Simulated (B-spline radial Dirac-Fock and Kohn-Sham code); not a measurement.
## How the settings move the core levels of Fe⁵⁺

ΔSCF core binding energies without Breit or QED terms, calculated with an atomic code on a B-spline grid. Keys: rel is the Hamiltonian (dirac, or spin-free x2c and nr, where L3 and M5 stand for the whole 2p and 3d shells), method is hf or an exchange,correlation pair (spin-unpolarised, also for the hole states), nuc the nuclear model, radius_factor scales its radius, rmax is the box in bohr, h the logarithmic mesh step, order the B-spline order, points the quadrature points per cell, c_factor scales the speed of light, and damp, ndamp, maxit and tol steer the iteration. The run stops when the commutator error falls below 10·tol·max(1, Z/10), or the numerical noise floor, and the energy has settled to about 1e-8 Ha; the virial ratio is −V/T.

Base input:

```json
{"items": [{"Z": 26, "q": 5, "cfg": [[1, 0, 2], [2, 0, 2], [2, 1, 6], [3, 0, 2], [3, 1, 6], [3, 2, 3]], "A": 56, "rrms": 3.7377, "do": "settings", "holes": ["K", "L3", "M5"],
  "settings": [{"rel": "dirac", "method": "hf", "nuc": "fermi", "radius_factor": 1.0, "rmax": 45.0, "h": 0.3, "order": 8, "points": 10, "c_factor": 1.0, "maxit": 60, "damp": 0.5, "ndamp": 3, "tol": 1e-08}]}]}
```

The ground state converged in 10 iterations, with total energy -1264.87898 Ha, virial ratio 1.98553 and highest orbital energy -98.17 eV. ΔSCF binding energies: K (1s) 7230.6 eV, L3 (2p3/2) 819.9 eV. Holes are computed only in closed shells, and unreliable hole states are left out.

Changes from the base run:

```tsv
changed setting	Δ total energy (Ha)	Δ K (eV)	Δ L3 (eV)	iterations
radius_factor = 0.5	-0.00308	+0.04	0.00	10
tol = 1e-06	0.00000	0.00	0.00	8
nuc = "gauss"; h = 0.22; c_factor = 10.0	+9.03941	-64.72	+1.82	9
rel = "nr"	+9.12591	-65.32	+1.85	10
method = "b88,lyp"	?	?	?	?
nuc = "gauss"; radius_factor = 0.5; damp = 0.2	-0.00308	+0.04	0.00	9
order = 9	0.00000	0.00	0.00	10
```

**Question.** What does the change method = "b88,lyp" do?

**Answer.** The total energy moves by -1.05297 Ha and the binding energies by K +18.14 eV, L3 -1.13 eV; the run takes 9 iterations.
